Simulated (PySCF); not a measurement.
CH₉NOSi₂, SMILES [SiH3]N[SiH2]OC. Atoms are numbered in the order given.

```xyz
14

C      2.6569     1.1823     0.0391
O      1.4009     0.6892     0.4339
Si     0.6855    -0.6484    -0.2568
N     -0.9103    -0.8546     0.3607
Si    -2.3112     0.0808    -0.0892
H      2.6922     1.4027    -1.0451
H      2.8596     2.1178     0.5835
H      3.4708     0.4691     0.2701
H      1.4826    -1.8682     0.0686
H      0.6269    -0.4391    -1.7330
H     -0.9916    -1.4337     1.1926
H     -2.7014     1.0826     0.9479
H     -3.4921    -0.8036    -0.3206
H     -1.9632     0.7940    -1.3499
```
Charge 0, spin multiplicity 1.

Geometry: ωB97X-D3(BJ)/def2-SVP. One conformer was computed; it need not be the lowest.

These are TDDFT-B3LYP/def2-SVPD in PySCF values and carry that method's errors.

Vertical excitations. The molecule is in vacuum.

Problem. Estimate the UV-visible absorptions. (An estimate is asked for; the answer gives what the named calculation found.)

Solution. 
```tsv
state	energy (eV)	λ (nm)	f	main pairs
S1	6.32	196	0.008	HOMO→LUMO 99 %
S2	6.82	182	0.001	HOMO−1→LUMO 97 %
S3	7.13	174	0.010	HOMO−1→LUMO+1 47 %, HOMO→LUMO+1 45 %
S4	7.19	173	0.027	HOMO−1→LUMO+1 43 %, HOMO→LUMO+1 42 %, HOMO→LUMO+2 9 %
S5	7.41	167	0.024	HOMO→LUMO+2 85 %
S6	7.57	164	0.002	HOMO→LUMO+3 69 %, HOMO→LUMO+4 23 %
S7	7.69	161	0.018	HOMO−2→LUMO 75 %, HOMO→LUMO+4 13 %
S8	7.72	161	0.031	HOMO−1→LUMO+3 47 %, HOMO−1→LUMO+2 21 %, HOMO−2→LUMO 13 %
S9	7.78	159	0.003	HOMO→LUMO+4 34 %, HOMO→LUMO+3 20 %, HOMO−1→LUMO+3 10 %, HOMO→LUMO+6 8 %
S10	7.87	157	0.059	HOMO→LUMO+5 84 %
T1	6.01	206	0	HOMO→LUMO 96 %
T2	6.72	184	0	HOMO−1→LUMO 93 %
T3	6.89	180	0	HOMO→LUMO+1 70 %
T4	6.97	178	0	HOMO−1→LUMO+1 72 %
```
Triplets are in the Tamm–Dancoff approximation, which puts them higher than full response would, so one can lie above its singlet here.
